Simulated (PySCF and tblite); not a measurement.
Values are calculated unless marked as measured or tabulated.
C₉H₉FO, numbered as in [CH2:1]=[CH:2][c:3]1[c:4]([OH:5])[cH:6][cH:7][cH:8][c:9]1[CH2:10][F:11]. Conformers came from 150 starts (ETKDG, MMFF94s, GFN2-xTB); geometries are GFN2-xTB. Free energies are PBE0-D3(BJ)/6-31G* single points with GFN2-xTB rigid-rotor and vibrational terms (modes under about 100 cm⁻¹ blended into free rotors). Symmetry numbers and mirror images are counted. Conformers within 3 kcal/mol (GFN2-xTB free energy) were kept, 10 at most. GIAO shieldings: PBE0/6-31G*. Shifts are against TMS (¹H), TMS (¹³C), CFCl3 (¹⁹F) at the same level. Programs: PySCF with density fitting and tblite.

Torsions listed: C1–C2–C3–C4, C3–C4–O5–H5, C3–C9–C10–F11. Of a mirror pair one member is shown.

```json
{"conformer": "1", "shape": "50°, 2°, -69°", "point group": "C1", "mirror pair": "yes", "ΔE(DFT)": "0.00", "Δ(G−E) at 298.15 K": "0.00", "δ H2 (ppm)": "7.48"}
{"conformer": "2", "shape": "-49°, -2°, -174°", "point group": "C1", "mirror pair": "yes", "ΔE(DFT)": "0.30", "Δ(G−E) at 298.15 K": "-0.18", "δ H2 (ppm)": "6.66"}
{"conformer": "3", "shape": "-130°, 2°, -90°", "point group": "C1", "mirror pair": "yes", "ΔE(DFT)": "1.92", "Δ(G−E) at 298.15 K": "0.00", "δ H2 (ppm)": "6.79"}
{"conformer": "4", "shape": "137°, -179°, 92°", "point group": "C1", "mirror pair": "yes", "ΔE(DFT)": "2.27", "Δ(G−E) at 298.15 K": "0.16", "δ H2 (ppm)": "7.28"}
{"conformer": "5", "shape": "-139°, 180°, 147°", "point group": "C1", "mirror pair": "yes", "ΔE(DFT)": "2.57", "Δ(G−E) at 298.15 K": "-0.06", "δ H2 (ppm)": "7.34"}
{"conformer": "6", "shape": "39°, 174°, -72°", "point group": "C1", "mirror pair": "yes", "ΔE(DFT)": "3.54", "Δ(G−E) at 298.15 K": "-0.08", "δ H2 (ppm)": "7.25"}
```

Energies in kcal/mol; the thermal term leaves out symmetry numbers and mirror images.

(1) Work out the weights at 298.15 K and the ¹H shift of H2 under fast exchange.

The minima are those of GFN2-xTB; planar forms about aryl–S or allylic bonds may be saddles in DFT.

Results:

(1) RT = 0.592 kcal/mol. Each conformer gets RT ln(σ/g), with σ the rotational symmetry number and g = 2 for a mirror pair: 1: σ = 1, g = 2, G = 0.00 + 0.00 − 0.41 = -0.41, 0.00 above the lowest, exp(−ΔG/RT) = 1.000; 2: σ = 1, g = 2, G = 0.30 − 0.18 − 0.41 = -0.29, 0.12 above the lowest, exp(−ΔG/RT) = 0.810; 3: σ = 1, g = 2, G = 1.92 + 0.00 − 0.41 = 1.50, 1.91 above the lowest, exp(−ΔG/RT) = 0.040; 4: σ = 1, g = 2, G = 2.27 + 0.16 − 0.41 = 2.01, 2.42 above the lowest, exp(−ΔG/RT) = 0.017; 5: σ = 1, g = 2, G = 2.57 − 0.06 − 0.41 = 2.11, 2.52 above the lowest, exp(−ΔG/RT) = 0.014; 6: σ = 1, g = 2, G = 3.54 − 0.08 − 0.41 = 3.06, 3.47 above the lowest, exp(−ΔG/RT) = 0.003. The sum is 1.883, so the weights are 53.1, 43.0, 2.1, 0.9, 0.8, 0.2 %. The averaged shift is 7.11 ppm. At 298.15 K the leading conformer alone gives 7.48 ppm and bare DFT energies give 7.17 ppm.


Conformer gaps in 6-31G* on xTB geometries can be 2 kcal/mol off for S=O, P=O and other polar bonds.